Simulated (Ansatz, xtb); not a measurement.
# Relative energy of two isomers of C4H8F2OSi

Structure a is `FC(F)[C@@H]1CCO[SiH2]1`, a singlet and structure b is `FC(F)[C@@H]1CO[SiH2]C1`, a singlet. Both are isolated molecules in the gas phase, relaxed with B3LYP/def2-SVP; each stands in its lowest conformer found.

Energies in hartree; the thermal terms are from GFN2-xTB frequencies at re-optimised GFN2-xTB minima (ideal gas, soft modes damped towards free rotors, one conformer each, 298.15 K, 1 atm) and include the zero-point energy:

```
                              a           b
E, CCSD(T)/def2-SVP  −719.703151  −719.704189
    E, MP2/def2-SVP  −719.605970  −719.607070
  E, MP2/def2-TZVPP  −720.552574  −720.553945
  zero-point energy     0.115654     0.115470
       H(298 K) − E     0.125164     0.124968
       G(298 K) − E     0.081915     0.081750
```

Correct the CCSD(T) difference for the basis set by the MP2 change, then work out ΔE, ΔE₀, ΔH and ΔG for a → b in kcal/mol (1 Eh = 627.51 kcal/mol) and the equilibrium ratio [b]/[a].

1. Differences b − a: CCSD(T) −0.001038, MP2 in the small set −0.001100, MP2 in the large set −0.001371 Eh.
2. ΔE = −0.001038 + (−0.001371 − (−0.001100)) = −0.001309 Eh = −0.82 kcal/mol.
3. ΔE₀ = ΔE + ΔZPE = −0.001309 + (−0.000184) Eh = −0.94 kcal/mol.
4. ΔH = ΔE + (−0.000196) Eh = −0.94 kcal/mol.
5. ΔG = ΔE + (−0.000165) Eh = −0.92 kcal/mol, so ΔS = (ΔH − ΔG)/T = −0.3 J/(mol K).
6. kT = 0.9442 mEh, so K = [b]/[a] = exp(−ΔG/kT) = exp(+1.56) ≈ 4.8.

The two are too close for this level to say which is favoured. An error of 1 kcal/mol in ΔG would change K by a factor of 5.4. Mirror images and further conformers aren't counted.

As drawn, both hold the same kinds of bond in the same numbers.

Other levels gave ΔE = +1.2 (GFN2-xTB); −1.6 (HF/STO-3G, GFN2-xTB geometries); −0.5 (r2SCAN-D4/def2-SVP, GFN2-xTB geometries); −0.2 (B3LYP/def2-SVP); −0.5 (HF/def2-SVP); −0.7 (MP2/def2-SVP); −0.7 (CCSD(T)/def2-SVP) kcal/mol. The correlated steps freeze 12 core orbitals. Programs: Ansatz 0.2.0, xtb 6.7.1.
